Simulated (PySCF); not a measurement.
## Assignment exercise: C$_{12}$H$_{8}$

Bonds (- single, = double, # triple, : aromatic): C1=C2, C2-C3, C3:C4, C4:C5, C5:C6, C6:C7, C7:C8, C8:C9, C9:C10, C10:C11, C11:C12, C11-C1, C12:C3, C12:C7. C1 carries H13; C2 carries H14; C4 carries H15; C5 carries H16; C6 carries H17; C8 carries H18; C9 carries H19; C10 carries H20.

Gas phase, non-relativistic Hamiltonian, one conformer, averaged over atoms made equivalent by symmetry, fast rotation or ring inversion. PBE0-D3(BJ)/def2-SVP geometry; GIAO PBE0/pcSseg-1 shieldings; J: B3LYP/pcJ-1 (without the spin–dipole term); PySCF.

References, each an isolated molecule treated in the same way: $^{13}$C (σref 184.41), $^{1}$H (σref 31.27) against TMS.

(1) Assign these signals to the numbered atoms. $^{13}$C{$^{1}$H} NMR (computed): δ 144.2 (C), 136.1 (CH), 134.0 (CH), 132.6 (CH), 131.1 (C), 130.9 (CH), 130.9 (C).

(2) Assign these signals to the numbered atoms. $^{1}$H NMR (400 MHz, computed): δ 7.85 (d, J = 9.1 Hz, 2H), 7.79 (d, J = 7.7 Hz, 2H), 7.64 (dd, J = 9.1, 7.7 Hz, 2H), 7.13 (s, 2H).

Results:

(1) 
| δ (ppm) | atoms | environment | reason |
| --- | --- | --- | --- |
| 144.2 | C3/C11 | substituted aromatic carbon | – |
| 136.1 | C1/C2 | alkene CH | as expected for a trigonal carbon in a double bond |
| 134.0 | C6/C8 | aromatic CH | the aromatic region |
| 132.6 | C5/C9 | aromatic CH | – |
| 131.1 | C7 | ring-fusion aromatic carbon | – |
| 130.9 | C4/C10 | aromatic CH | the aromatic region |
| 130.9 | C12 | ring-fusion aromatic carbon | – |

C6/C8 and C5/C9; C5/C9 and C7; C7 and C4/C10; C4/C10 and C12 lie closer than the usual error of such a calculation, so a measured spectrum could show them in the other order.

(2) 
7.85 → H17/H18, hydrogen on an aromatic CH: ring-current deshielding
7.79 → H15/H20, hydrogen on an aromatic CH
7.64 → H16/H19, hydrogen on an aromatic CH
7.13 → H13/H14, hydrogen on an alkene CH: olefinic region

H17/H18 and H15/H20 lie closer than the usual error of such a calculation, so a measured spectrum could show them in the other order.

Multiplet labels drop couplings under 1 Hz and merge nearly equal ones. Unscaled 3J(H,H) at this level run about 10 % above measured values. Shifts are as computed. Against solution values, carbons near 30 ppm lie about +2 ppm off and those near 130 ppm about +5 ppm. Of 1211 compounds with measured shifts, 218 miss one by over three times the rms of a fit or turn the order of signals round; such compounds aren't used in these exercises.
